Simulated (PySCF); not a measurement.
Molecule: `InChI=1S/C3H8BF/c4-2-1-3-5/h1-4H2`.

Molfile (atoms numbered from 1):
```
C3H8BF
     RDKit          3D

 13 12  0  0  0  0  0  0  0  0999 V2000
    1.6507    0.7768   -0.0060 B   0  0  0  0  0  0  0  0  0  0  0  0
    0.8439   -0.5477    0.1214 C   0  0  0  0  0  0  0  0  0  0  0  0
   -0.5579   -0.6146   -0.4745 C   0  0  0  0  0  0  0  0  0  0  0  0
   -1.5463    0.2482    0.2739 C   0  0  0  0  0  0  0  0  0  0  0  0
   -1.6180   -0.1460    1.5917 F   0  0  0  0  0  0  0  0  0  0  0  0
    2.7356    0.8676    0.5240 H   0  0  0  0  0  0  0  0  0  0  0  0
    1.2504    1.7208   -0.6551 H   0  0  0  0  0  0  0  0  0  0  0  0
    0.8230   -0.8507    1.1851 H   0  0  0  0  0  0  0  0  0  0  0  0
    1.5080   -1.3116   -0.3363 H   0  0  0  0  0  0  0  0  0  0  0  0
   -0.5474   -0.2801   -1.5262 H   0  0  0  0  0  0  0  0  0  0  0  0
   -0.9347   -1.6513   -0.4788 H   0  0  0  0  0  0  0  0  0  0  0  0
   -2.5558    0.1724   -0.1648 H   0  0  0  0  0  0  0  0  0  0  0  0
   -1.2390    1.3098    0.2507 H   0  0  0  0  0  0  0  0  0  0  0  0
  1  2  1  0
  2  3  1  0
  3  4  1  0
  4  5  1  0
  1  6  1  0
  1  7  1  0
  2  8  1  0
  2  9  1  0
  3 10  1  0
  3 11  1  0
  4 12  1  0
  4 13  1  0
M  END
```

Geometry PBE0-D3(BJ)/def2-SVP throughout; GIAO in PySCF 2.14, gas phase, one conformer, non-relativistic; equivalent atoms averaged; basis pcSseg-2.

Q: How do the absolute shieldings σ depend on the functional? (ppm; last column core-seconds on 1 thread of an Arm Neoverse V2, shared host)

A: 
```csv
functional,kind,B1,C4,C2,C3,F5,H6/H7,H12/H13,H8/H9,H10/H11,core-s
PBE0,global hybrid,4.7,96.7,152.1,152.1,426.7,23.41,26.73,29.24,29.38,25
mPW1PW91,global hybrid,5.8,96.1,151.9,151.6,426.7,23.54,26.80,29.31,29.44,25
WP04,global hybrid,7.1,82.5,144.3,139.2,417.5,24.96,27.25,29.84,29.83,28
B97-2,global hybrid,11.3,96.7,153.0,151.4,424.8,23.80,26.86,29.40,29.50,27
BHandHLYP,global hybrid,11.8,99.4,155.0,152.7,435.2,24.03,27.05,29.64,29.65,30
CAM-B3LYP,range-separated hybrid,0.1,94.0,150.6,150.0,429.3,23.57,26.78,29.37,29.46,41
wB97X-D,range-separated hybrid,10.8,97.3,154.6,152.7,429.0,23.79,26.89,29.46,29.54,40
LC-wPBE,range-separated hybrid,0.4,100.5,158.6,157.9,435.6,23.44,26.82,29.40,29.50,49
```

Q: Which nucleus moves most, in ppm?

A: C3 (sp3 CH2): from 139.2 ppm with WP04 to 157.9 ppm with LC-wPBE. The smallest spread is 0.46 ppm, at H10/H11. Proton shifts span only some 12 ppm, so a few tenths of a ppm matter as much there as several ppm in carbon.
